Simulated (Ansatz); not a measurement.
**Nudged elastic band run: BClFH4N**

Input:

```yaml
crystal:
  periodic: [false, false, false]
  atoms:
    - { symbol: B, position_ang: [0.05528, -0.199112, -0.364957] }
    - { symbol: F, position_ang: [-0.010759, 0.033805, 0.967599] }
    - { symbol: "N", position_ang: [1.302436, -0.321237, -0.96289] }
    - { symbol: H, position_ang: [2.17024, -0.24078, -0.452724] }
    - { symbol: H, position_ang: [1.412248, -0.491898, -1.949987] }
    - { symbol: H, position_ang: [-0.966063, -0.288756, -0.978941] }
    - { symbol: Cl, position_ang: [0.103677, 2.897021, 2.41177] }
    - { symbol: H, position_ang: [-0.005458, 1.725256, 1.881729] }
basis:
  gaussian: { orbitals: "6-31G*" }
hamiltonian:
  xc: pbe0
neb:
  order_check: false
  images: 5
  f_tol: 0.05
  max_iterations: 60
  max_displacement: 0.5
  optimiser: lbfgs
  final_atoms:
    - { symbol: B, position_ang: [0.12775061, 0.59038868, -0.46211604] }
    - { symbol: F, position_ang: [-0.05082615, -0.13793956, 2.31868759] }
    - { symbol: "N", position_ang: [1.28905196, 0.02451215, -0.95058179] }
    - { symbol: H, position_ang: [1.29826365, -0.89784723, -1.35876532] }
    - { symbol: H, position_ang: [2.19774038, 0.4580098, -0.87329443] }
    - { symbol: H, position_ang: [-0.93799373, 0.07003191, -0.5521467] }
    - { symbol: Cl, position_ang: [0.21312604, 2.22514535, 0.2784955] }
    - { symbol: H, position_ang: [-0.07551176, 0.7819979, 2.1513202] }
  initial_path:
    images:
      - { positions_ang: [[0.05528, -0.199112, -0.364957], [-0.010759, 0.033805, 0.967599], [1.302436, -0.321237, -0.96289], [2.17024, -0.24078, -0.452724], [1.412248, -0.491898, -1.949987], [-0.966063, -0.288756, -0.978941], [0.103677, 2.897021, 2.41177], [-0.005458, 1.725256, 1.881729]] }
      - { positions_ang: [[0.03209118, -0.12672302, -0.24080077], [-0.01168474, 0.03948515, 1.20412919], [1.31053038, -0.23000902, -0.89757731], [2.03296665, -0.48954984, -0.63533037], [1.54554303, -0.04556049, -1.65432264], [-0.99215111, -0.17748474, -0.84851752], [0.1223222, 2.62249938, 1.82394643], [0.0219834, 1.52164157, 1.80007199]] }
      - { positions_ang: [[0.00890236, -0.05433403, -0.11664454], [-0.01261047, 0.0451653, 1.44065938], [1.31862476, -0.13878103, -0.83226462], [1.8956933, -0.73831968, -0.81793674], [1.67883805, 0.40077701, -1.35865828], [-1.01823921, -0.06621348, -0.71809405], [0.1409674, 2.34797776, 1.23612287], [0.04942481, 1.31802715, 1.71841499]] }
      - { positions_ang: [[-0.01428645, 0.01805495, 0.00751169], [-0.01353621, 0.05084545, 1.67718956], [1.32671914, -0.04755305, -0.76695193], [1.75841995, -0.98708952, -1.0005431], [1.81213308, 0.84711452, -1.06299393], [-1.04432732, 0.04505778, -0.58767057], [0.15961259, 2.07345614, 0.6482993], [0.07686621, 1.11441272, 1.63675798]] }
      - { positions_ang: [[0.03305924, 0.20883286, -0.14903089], [-0.02596619, -0.01208289, 1.89102224], [1.31416341, -0.02353131, -0.82816188], [1.60503452, -0.95734209, -1.11995051], [1.94066885, 0.71741294, -0.99976076], [-1.00888279, 0.05338249, -0.57582928], [0.17745041, 2.12401921, 0.52503137], [0.02607356, 1.00360778, 1.80827872]] }
      - { positions_ang: [[0.08040492, 0.39961077, -0.30557346], [-0.03839617, -0.07501122, 2.10485491], [1.30160768, 0.00049042, -0.88937184], [1.45164908, -0.92759466, -1.23935792], [2.06920461, 0.58771137, -0.9365276], [-0.97343826, 0.0617072, -0.56398799], [0.19528822, 2.17458228, 0.40176343], [-0.0247191, 0.89280284, 1.97979946]] }
      - { positions_ang: [[0.12775061, 0.59038868, -0.46211604], [-0.05082615, -0.13793956, 2.31868759], [1.28905196, 0.02451215, -0.95058179], [1.29826365, -0.89784723, -1.35876532], [2.19774038, 0.4580098, -0.87329443], [-0.93799373, 0.07003191, -0.5521467], [0.21312604, 2.22514535, 0.2784955], [-0.07551176, 0.7819979, 2.1513202]] }
```

Launched with:

```bash
$ ansatz run input.yaml --threads 1 --pin off --max-ram 2048MiB --backend cpu --events-out ev --progress --plain --runs-dir out
```

Output, in part (warnings, iteration lines, the closing report on the highest movable image, with atoms numbered from 0):

```
NEB end point (image 0): max|allowed force component| = 1.977e-2 eV/Å (the criterion of neb.relax_end_points is 1.000e-2)
NEB end point (image 6): max|allowed force component| = 3.147e-2 eV/Å (the criterion of neb.relax_end_points is 1.000e-2)
NEB iter   1: max|band force component| = 2.032e1 eV/Å  barrier→ = 5.6670 eV  barrier← = 5.0019 eV  Δτ_max = 0.3313 Å  (171 SCF iters)
NEB iter   2: max|band force component| = 3.397e1 eV/Å  barrier→ = 6.5487 eV  barrier← = 5.8836 eV  Δτ_max = 0.5000 Å  (150 SCF iters)
NEB iter   3: max|band force component| = 9.994e0 eV/Å  barrier→ = 4.4781 eV  barrier← = 3.8129 eV  Δτ_max = 0.1081 Å  (143 SCF iters)
NEB iter   4: max|band force component| = 7.768e0 eV/Å  barrier→ = 2.3445 eV  barrier← = 1.6794 eV  Δτ_max = 0.2063 Å  (134 SCF iters)
NEB iter   5: max|band force component| = 4.455e0 eV/Å  barrier→ = 2.2419 eV  barrier← = 1.5768 eV  Δτ_max = 0.0450 Å  (140 SCF iters)
NEB iter   6: max|band force component| = 2.251e0 eV/Å  barrier→ = 2.1884 eV  barrier← = 1.5233 eV  Δτ_max = 0.0971 Å  (130 SCF iters)
NEB iter   7: max|band force component| = 1.935e0 eV/Å  barrier→ = 2.0477 eV  barrier← = 1.3826 eV  Δτ_max = 0.0802 Å  (136 SCF iters)
NEB iter   8: max|band force component| = 4.378e0 eV/Å  barrier→ = 1.8982 eV  barrier← = 1.2331 eV  Δτ_max = 0.0644 Å  (136 SCF iters)
NEB iter   9: max|band force component| = 3.365e0 eV/Å  barrier→ = 1.8368 eV  barrier← = 1.1717 eV  Δτ_max = 0.0204 Å  (133 SCF iters)
NEB iter  10: max|band force component| = 1.311e0 eV/Å  barrier→ = 1.8151 eV  barrier← = 1.1500 eV  Δτ_max = 0.0248 Å  (124 SCF iters)
NEB iter  11: max|band force component| = 1.245e0 eV/Å  barrier→ = 1.7341 eV  barrier← = 1.0690 eV  Δτ_max = 0.0472 Å  (133 SCF iters)
NEB iter  12: max|band force component| = 2.548e0 eV/Å  barrier→ = 1.6067 eV  barrier← = 0.9416 eV  Δτ_max = 0.0378 Å  (134 SCF iters)
NEB iter  13: max|band force component| = 1.756e0 eV/Å  barrier→ = 1.5647 eV  barrier← = 0.8996 eV  Δτ_max = 0.0085 Å  (131 SCF iters)
NEB iter  14: max|band force component| = 9.326e-1 eV/Å  barrier→ = 1.5444 eV  barrier← = 0.8793 eV  Δτ_max = 0.0624 Å  (121 SCF iters)
NEB iter  15: max|band force component| = 1.840e0 eV/Å  barrier→ = 1.6030 eV  barrier← = 0.9379 eV  Δτ_max = 0.0272 Å  (133 SCF iters)
NEB iter  16: max|band force component| = 1.403e0 eV/Å  barrier→ = 1.6141 eV  barrier← = 0.9490 eV  Δτ_max = 0.0052 Å  (130 SCF iters)
NEB iter  17: max|band force component| = 8.202e-1 eV/Å  barrier→ = 1.6217 eV  barrier← = 0.9566 eV  Δτ_max = 0.0466 Å  (115 SCF iters)
NEB iter  18: max|band force component| = 1.504e0 eV/Å  barrier→ = 1.6939 eV  barrier← = 1.0287 eV  Δτ_max = 0.0221 Å  (132 SCF iters)
NEB iter  19: max|band force component| = 1.065e0 eV/Å  barrier→ = 1.7032 eV  barrier← = 1.0381 eV  Δτ_max = 0.0094 Å  (124 SCF iters)
NEB iter  20: max|band force component| = 6.072e-1 eV/Å  barrier→ = 1.7122 eV  barrier← = 1.0471 eV  Δτ_max = 0.0346 Å  (116 SCF iters)
NEB iter  21: max|band force component| = 7.022e-1 eV/Å  barrier→ = 1.7631 eV  barrier← = 1.0980 eV  Δτ_max = 0.0101 Å  (135 SCF iters)
NEB iter  22: max|band force component| = 6.382e-1 eV/Å  barrier→ = 1.7701 eV  barrier← = 1.1050 eV  CI = image 4  Δτ_max = 0.0103 Å  (123 SCF iters)
NEB iter  23: max|band force component| = 6.282e-1 eV/Å  barrier→ = 1.8006 eV  barrier← = 1.1354 eV  CI = image 4  Δτ_max = 0.1073 Å  (122 SCF iters)
NEB iter  24: max|band force component| = 4.679e0 eV/Å  barrier→ = 2.0065 eV  barrier← = 1.3413 eV  CI = image 4  Δτ_max = 0.0682 Å  (137 SCF iters)
NEB iter  25: max|band force component| = 3.304e0 eV/Å  barrier→ = 1.9803 eV  barrier← = 1.3152 eV  CI = image 4  Δτ_max = 0.0229 Å  (128 SCF iters)
NEB iter  26: max|band force component| = 9.989e-1 eV/Å  barrier→ = 1.9735 eV  barrier← = 1.3083 eV  CI = image 4  Δτ_max = 0.0147 Å  (116 SCF iters)
NEB iter  27: max|band force component| = 6.998e-1 eV/Å  barrier→ = 1.9635 eV  barrier← = 1.2984 eV  CI = image 4  Δτ_max = 0.0203 Å  (129 SCF iters)
NEB iter  28: max|band force component| = 1.239e0 eV/Å  barrier→ = 1.9535 eV  barrier← = 1.2884 eV  CI = image 4  Δτ_max = 0.0181 Å  (126 SCF iters)
NEB iter  29: max|band force component| = 9.223e-1 eV/Å  barrier→ = 1.9510 eV  barrier← = 1.2859 eV  CI = image 4  Δτ_max = 0.0050 Å  (119 SCF iters)
NEB iter  30: max|band force component| = 6.566e-1 eV/Å  barrier→ = 1.9495 eV  barrier← = 1.2844 eV  CI = image 4  Δτ_max = 0.0741 Å  (112 SCF iters)
NEB iter  31: max|band force component| = 9.774e-1 eV/Å  barrier→ = 1.9410 eV  barrier← = 1.2758 eV  CI = image 4  Δτ_max = 0.0142 Å  (136 SCF iters)
NEB iter  32: max|band force component| = 7.479e-1 eV/Å  barrier→ = 1.9379 eV  barrier← = 1.2728 eV  CI = image 4  Δτ_max = 0.0049 Å  (125 SCF iters)
NEB iter  33: max|band force component| = 3.758e-1 eV/Å  barrier→ = 1.9366 eV  barrier← = 1.2715 eV  CI = image 4  Δτ_max = 0.0190 Å  (115 SCF iters)
NEB iter  34: max|band force component| = 4.677e-1 eV/Å  barrier→ = 1.9341 eV  barrier← = 1.2690 eV  CI = image 4  Δτ_max = 0.0074 Å  (137 SCF iters)
NEB iter  35: max|band force component| = 3.177e-1 eV/Å  barrier→ = 1.9325 eV  barrier← = 1.2674 eV  CI = image 4  Δτ_max = 0.0072 Å  (117 SCF iters)
NEB iter  36: max|band force component| = 2.625e-1 eV/Å  barrier→ = 1.9314 eV  barrier← = 1.2662 eV  CI = image 4  Δτ_max = 0.0157 Å  (111 SCF iters)
NEB iter  37: max|band force component| = 3.663e-1 eV/Å  barrier→ = 1.9299 eV  barrier← = 1.2648 eV  CI = image 4  Δτ_max = 0.0059 Å  (123 SCF iters)
NEB iter  38: max|band force component| = 1.507e-1 eV/Å  barrier→ = 1.9285 eV  barrier← = 1.2633 eV  CI = image 4  Δτ_max = 0.0063 Å  (110 SCF iters)
NEB iter  39: max|band force component| = 2.212e-1 eV/Å  barrier→ = 1.9274 eV  barrier← = 1.2623 eV  CI = image 4  Δτ_max = 0.0037 Å  (110 SCF iters)
NEB iter  40: max|band force component| = 1.355e-1 eV/Å  barrier→ = 1.9270 eV  barrier← = 1.2619 eV  CI = image 4  Δτ_max = 0.0132 Å  (104 SCF iters)
NEB iter  41: max|band force component| = 3.110e-1 eV/Å  barrier→ = 1.9251 eV  barrier← = 1.2600 eV  CI = image 4  Δτ_max = 0.0051 Å  (120 SCF iters)
NEB iter  42: max|band force component| = 1.194e-1 eV/Å  barrier→ = 1.9248 eV  barrier← = 1.2597 eV  CI = image 4  Δτ_max = 0.0052 Å  (102 SCF iters)
NEB iter  43: max|band force component| = 1.608e-1 eV/Å  barrier→ = 1.9242 eV  barrier← = 1.2590 eV  CI = image 4  Δτ_max = 0.0028 Å  (108 SCF iters)
NEB iter  44: max|band force component| = 1.029e-1 eV/Å  barrier→ = 1.9239 eV  barrier← = 1.2588 eV  CI = image 4  Δτ_max = 0.0097 Å  (101 SCF iters)
NEB iter  45: max|band force component| = 2.471e-1 eV/Å  barrier→ = 1.9228 eV  barrier← = 1.2577 eV  CI = image 4  Δτ_max = 0.0041 Å  (112 SCF iters)
NEB iter  46: max|band force component| = 9.470e-2 eV/Å  barrier→ = 1.9226 eV  barrier← = 1.2575 eV  CI = image 4  Δτ_max = 0.0042 Å  (103 SCF iters)
NEB iter  47: max|band force component| = 1.243e-1 eV/Å  barrier→ = 1.9222 eV  barrier← = 1.2571 eV  CI = image 4  Δτ_max = 0.0022 Å  (100 SCF iters)
NEB iter  48: max|band force component| = 8.266e-2 eV/Å  barrier→ = 1.9220 eV  barrier← = 1.2569 eV  CI = image 4  Δτ_max = 0.0096 Å  (98 SCF iters)
NEB iter  49: max|band force component| = 2.058e-1 eV/Å  barrier→ = 1.9211 eV  barrier← = 1.2559 eV  CI = image 4  Δτ_max = 0.0035 Å  (112 SCF iters)
NEB iter  50: max|band force component| = 7.399e-2 eV/Å  barrier→ = 1.9209 eV  barrier← = 1.2558 eV  CI = image 4  Δτ_max = 0.0031 Å  (104 SCF iters)
NEB iter  51: max|band force component| = 9.135e-2 eV/Å  barrier→ = 1.9207 eV  barrier← = 1.2556 eV  CI = image 4  Δτ_max = 0.0017 Å  (99 SCF iters)
NEB iter  52: max|band force component| = 6.592e-2 eV/Å  barrier→ = 1.9206 eV  barrier← = 1.2554 eV  CI = image 4  Δτ_max = 0.0074 Å  (95 SCF iters)
NEB iter  53: max|band force component| = 1.619e-1 eV/Å  barrier→ = 1.9200 eV  barrier← = 1.2548 eV  CI = image 4  Δτ_max = 0.0028 Å  (112 SCF iters)
NEB iter  54: max|band force component| = 5.678e-2 eV/Å  barrier→ = 1.9199 eV  barrier← = 1.2547 eV  CI = image 4  Δτ_max = 0.0025 Å  (98 SCF iters)
NEB iter  55: max|band force component| = 7.233e-2 eV/Å  barrier→ = 1.9197 eV  barrier← = 1.2546 eV  CI = image 4  Δτ_max = 0.0013 Å  (99 SCF iters)
NEB iter  56: max|band force component| = 5.226e-2 eV/Å  barrier→ = 1.9196 eV  barrier← = 1.2545 eV  CI = image 4  Δτ_max = 0.0062 Å  (94 SCF iters)
NEB iter  57: max|band force component| = 1.304e-1 eV/Å  barrier→ = 1.9192 eV  barrier← = 1.2541 eV  CI = image 4  Δτ_max = 0.0022 Å  (112 SCF iters)
NEB iter  58: max|band force component| = 4.419e-2 eV/Å  barrier→ = 1.9191 eV  barrier← = 1.2540 eV  CI = image 4  Δτ_max = 0.0000 Å  (226 SCF iters)
Total energy: -17461.71129106 eV, -641.7060539735 hartree
Atom 0 at     0.107962     0.254297    -0.022197 Å, force     0.017966     0.024962    -0.003162 eV/Å
Atom 1 at     0.002246    -0.171389     1.462253 Å, force     0.005874     0.006747     0.012800 eV/Å
Atom 2 at     1.426700    -0.011316    -0.536417 Å, force     0.014420     0.007573     0.001369 eV/Å
Atom 3 at     1.554174    -0.957131    -0.881543 Å, force    -0.019945    -0.001140     0.005844 eV/Å
Atom 4 at     1.737655     0.639142    -1.247095 Å, force    -0.009019    -0.017463    -0.025381 eV/Å
Atom 5 at    -0.970263     0.116439    -0.519932 Å, force     0.021556     0.003110    -0.009490 eV/Å
Atom 6 at     0.119710     2.232316     0.686986 Å, force    -0.009621    -0.003379    -0.000865 eV/Å
Atom 7 at     0.083417     1.011941     1.609544 Å, force    -0.021230    -0.020409     0.018885 eV/Å
Dipole moment:     0.078937    -0.198447    -0.218797 e Å
```

The run converged. The order of the point at the top wasn't checked. The orbitals stay closed-shell, which can raise the energy where a bond breaks towards radicals; this wasn't checked here.

Final band (atoms are numbered from 1 in the order of the input):

| image | path coordinate (Å) | energy (kcal/mol) | B1–F2 (Å) | Cl7–H8 (Å) | B1–Cl7 (Å) |
| --- | --- | --- | --- | --- | --- |
| 0 | 0.00 | 0.0 | 1.35 | 1.29 | 4.16 |
| 1 | 0.87 | 0.6 | 1.36 | 1.29 | 3.67 |
| 2 | 1.74 | 2.8 | 1.35 | 1.29 | 3.24 |
| 3 | 2.60 | 17.5 | 1.37 | 1.30 | 2.69 |
| 4 | 3.46 | 44.3 | 1.55 | 1.53 | 2.10 |
| 5 | 4.29 | 23.0 | 2.16 | 2.06 | 1.85 |
| 6 | 5.12 | 15.3 | 2.88 | 2.38 | 1.80 |

The run took 6.6 min on 1 thread of Intel(R) Xeon(R) 6975P-C (Granite Rapids), on a shared host, peak memory 0.15 GiB.
